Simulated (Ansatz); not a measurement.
Compare A (`[GeH3][CH2]N1C=C1`) with its isomer B (`C[CH]([GeH3])C#N`).

Isolated molecules relaxed with PBE0-D4/def2-TZVP in Ansatz; ΔE leaves out vibrations. CCSD(T)/CBS adds triple-zeta CCSD(T) − MP2 to the extrapolated MP2 energy (def2 sets, frozen cores). DFT in def2-TZVPP. B3LYP here is the variant with VWN-RPA as its local correlation; programs differ in this. For Ge outer-core shells are correlated without core-valence functions, which leaves a few kJ/mol of doubt a bond. Scalar relativity is left out up to krypton. Each species was taken in one conformer, which may not be the lowest.

Which is lower in electronic energy at CCSD(T)/CBS, and by how much? (Estimate.)

Ansatz gave: B, by 356.4 kJ/mol.

Give E(B) − E(A) in kJ/mol with CCSD/def2-TZVPP, r2SCAN-D4, MP2/def2-TZVPP, HF/def2-TZVPP, B2PLYP, B3LYP-D4, ωB97M-V. (Estimate.)

Ansatz gave: CCSD/def2-TZVPP -370.6, r2SCAN-D4 -350.4, MP2/def2-TZVPP -371.5, HF/def2-TZVPP -399.9, B2PLYP -366.9, B3LYP-D4 -357.6, ωB97M-V -354.7. None reverses the order clearly.

Largest T1 diagnostic: 0.012.

In def2-TZVPP, CCSD(T) changes the Hartree–Fock value by +34.9 kJ/mol (the triples alone add +5.6 kJ/mol) and MP2 by +28.4 kJ/mol. From PBE to PBE0 (25 % exact exchange), in def2-TZVPP and without D4, E(B) − E(A) moves by −9.4 kJ/mol.
